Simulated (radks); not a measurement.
Values are calculated unless marked as measured or tabulated.
Valence configurations of Be II (all share [He]). Level of theory: non-relativistic Kohn-Sham, PBE, spin-polarised, spherical densities, point nucleus; open shells are filled with parallel spins first (a radial shooting solver on a logarithmic mesh with Libxc functionals). Energies are relative to 2s1; eigenvalues in eV for spin up.

valence	E (eV)	moment (Bohr magnetons)	e(2p)	e(2s)
2s1	0.000	1	-	-14.472
2s0.5 2p0.5	2.003	1	-10.467	-14.453
2p1	3.986	1	-10.475	-

NIST lists [He] 2s1 as the ground configuration; this level of theory agrees among the configurations tried. The energies are those of spherical high-spin densities, not of single terms.
